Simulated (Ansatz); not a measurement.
CHO₂ (SMILES O=[C]O), doublet, geometry from GFN2-xTB; B3LYP/cc-pVDZ run with Ansatz (an electronic-structure program).

Ansatz was given this input:
Ansatz 0.2 input:
```yaml
crystal:
  periodic: [false, false, false]
  atoms:
    - {symbol: O, position_ang: [-1.03300099, -0.39412693, -0.00168439]}
    - {symbol: C, position_ang: [-0.02709385, 0.41048045, -0.01284311]}
    - {symbol: O, position_ang: [1.15649400, 0.25596664, 0.00752085]}
    - {symbol: H, position_ang: [-0.82538098, -1.35760035, 0.03036691]}
basis:
  gaussian:
    orbitals: cc-pVDZ
hamiltonian:
  xc: b3lyp
magnetization: {spin_polarized: true, initial_magnetization: 1}
```

What the program printed (banner, timings and long lists left out):

```
Functional definition: B3LYP
432 factors; integrals over basis functions are off by at most 1.4e-3 eV
mean field evaluation 1: about -5142.0088 eV, gradient 3.3e1 eV
mean field evaluation 2: about -5134.0067 eV, gradient 5.8e1 eV
mean field evaluation 4: about -5145.6737 eV, gradient 2.8e0 eV
mean field evaluation 8: about -5145.8326 eV, gradient 1.8e-1 eV
mean field evaluation 16: about -5145.8328 eV, gradient 8.0e-5 eV
mean field -5145.83285004 eV, -189.1058692681 hartree, gradient 8.3e-5 eV, S^2 0.752815; 0 other end points of the search recorded, 0 dependent functions left out
reference -5145.83299559 eV, -189.1058746169 hartree; 12, 11 occupied and 35, 36 virtual orbitals, 432 factors
Total energy: -5145.83299559 eV, -189.1058746169 hartree
```
